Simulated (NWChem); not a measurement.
C$_{3}$H$_{4}$F$_{2}$O; SMILES FC(F)=COC

```xyz
10

C      0.1482    -2.5524     0.0682
O     -0.3805    -1.3160    -0.3817
C      0.4849    -0.2695    -0.2746
C      0.0634     0.9562     0.0901
F     -1.1797     1.2645     0.4299
F      0.8573     2.0230     0.0987
H     -0.6120    -3.3276    -0.1439
H      0.3608    -2.5400     1.1616
H      1.0894    -2.8162    -0.4696
H      1.5477    -0.4154    -0.5382
```
Atoms are numbered in this order, from 1.

Computed with NWChem. Pople sets run with spherical d functions. STO-3G and 3-21G are far too small for this property and stand as cheap habits. All runs use the structure optimised with PBE-D3(BJ)/def2-SVP. Field at 589 nm.

| level | isotropic polarisability (bohr³) | anisotropy (bohr³) |
|---|---|---|
| B3LYP/STO-3G | 23.5 | 28.2 |
| B3LYP/6-31G* | 38.4 | 28.5 |
| B3LYP/def2-SVP | ? | ? |

Problem. What belongs in the gaps?

Solution. 
- B3LYP/def2-SVP, isotropic polarisability (bohr³): 39.2
- B3LYP/def2-SVP, anisotropy (bohr³): 27.5
